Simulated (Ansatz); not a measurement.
GaH₄ClO₂, closed shell: at the start structure of a reaction step.

The input file, in.yaml:

```yaml
crystal:
  periodic: [false, false, false]
  atoms:
    - {symbol: Ga, position_ang: [-0.216113, -0.491336, -0.357226]}
    - {symbol: Cl, position_ang: [1.607568, -1.601031, -0.201903]}
    - {symbol: O, position_ang: [-0.483296, 0.618753, -1.704031]}
    - {symbol: O, position_ang: [-1.524770, -0.741826, 0.801348]}
    - {symbol: H, position_ang: [1.149096, 1.274601, 1.169311]}
    - {symbol: H, position_ang: [0.503064, 1.650144, 1.109393]}
    - {symbol: H, position_ang: [0.268077, 0.672078, -2.299188]}
    - {symbol: H, position_ang: [-1.303724, -1.381284, 1.482395]}
basis:
  gaussian: {orbitals: def2-TZVPP}
hamiltonian: {xc: {name: BHLYP}, dispersion: d4}
```

Launched with

```bash
ansatz run in.yaml --threads 4 --pin off --events-out ev --progress --plain --max-ram 9574MiB
```

The run's output (Ansatz 0.2.0):

```
Functional definition: BHLYP
  name "BHLYP"
  cite "Becke, J. Chem. Phys. 98, 1372 (1993) doi:10.1063/1.464304"
  cite "Becke, Phys. Rev. A 38, 3098 (1988) doi:10.1103/PhysRevA.38.3098"
  cite "Lee, Yang & Parr, Phys. Rev. B 37, 785 (1988) doi:10.1103/PhysRevB.37.785"
  parameter a = 0.5
  exchange = (1 - a)*b88_x + a*exact_x
  correlation = lyp_c
1387 factors; their error is unknown
mean field evaluation 1: about -69053.3931 eV, gradient 7.2e1 eV
mean field evaluation 2: about -69043.8560 eV, gradient 1.0e2 eV
mean field evaluation 4: about -69061.5327 eV, gradient 2.3e0 eV
mean field evaluation 8: about -69061.5390 eV, gradient 1.4e-1 eV
mean field evaluation 16: about -69062.0181 eV, gradient 1.4e-4 eV
mean field -69062.01813962 eV, -2537.9823547137 hartree, gradient 3.3e-5 eV, S^2 0.000000; 0 other end points of the search recorded, 0 dependent functions left out
reference -69062.01831731 eV, -2537.9823612436 hartree; 34, 34 occupied and 174, 174 virtual orbitals, 1387 factors
Total energy: -69062.23077730 eV, -2537.9901690045 hartree
```

The lines “mean field evaluation” count trial sets of orbitals through the whole run, from several starts and some on an approximate energy, so they need not fall steadily or lie above the final value.

Hardware: 4 CPU threads of an Arm Neoverse V1, shared host. Wall time about 2.3 s.
